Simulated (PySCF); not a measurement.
**Fractional electron number in Ru²⁺ (ruthenium, charge +2)**

The 4d beta orbital of [Kr] 4d6 is emptied in steps (occupation f), with all orbitals relaxed, ending at [Kr] 4d5. Computed with PySCF 2.14 in aug-cc-pVDZ-PP with ECP28MDF (5s5p4d2f, 54 functions), with scalar relativity through the core potential. The exact energy is a straight line in f; departures are measured from the line between the end points of the same method.

```csv
f,UHF (eV),LDA (eV),PBE (eV)
1,0.000,0.000,0.000
0.75,0.247,-1.152,-1.125
0.5,0.318,-1.544,-1.506
0.25,0.230,-1.164,-1.132
0,0.000,0.000,0.000
```

Q: For UHF, how does the orbital energy at f = 1 compare with the removal energy?

A: −ε = 27.802 eV against a total-energy difference of 26.435 eV. By Janak's theorem ε = ∂E/∂f, so the gap between them reflects the curvature. Along the path −ε is 27.057 (f = 0.75), 26.390 (f = 0.5), 25.790 (f = 0.25) eV.

```tsv
method	E(f=0) − E(f=1) (eV)	−ε at f=1 (eV)	−ε at f=0.5 (eV)
UHF	26.435	27.802	26.390
LDA	28.676	22.573	28.643
PBE	28.528	22.555	28.511
```

Reference removal energy between the ground levels: 28.47 eV (semi-empirical (NIST evaluation); NIST Atomic Spectra Database, ionization energies). The calculation has no spin-orbit coupling. The determinant left behind need not be the lowest term of the ion. UHF lacks correlation.
